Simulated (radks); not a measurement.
Task: All-electron calculation, non-relativistic Kohn-Sham, PBE, spin-polarised, spherical densities, point nucleus; open shells are filled with parallel spins first (spin-orbit coupling, left out, can overturn this in heavy ions). Program: a radial shooting solver on a logarithmic mesh with Libxc functionals. Response by self-consistent Sternheimer equations with the Hartree and adiabatic LDA kernel. For heavy and open-shell atoms this level of theory can miss by tens of per cent. Rank Ga, Tc, C, Mg+, S, Rh, B+ (NIST ground configurations) by static dipole polarisability, largest first.

Result: Tc 90.68, Ga 63.96, Rh 63.55, Mg+ 31.38, S 21.22, C 13.55, B+ 10.54 bohr^3.
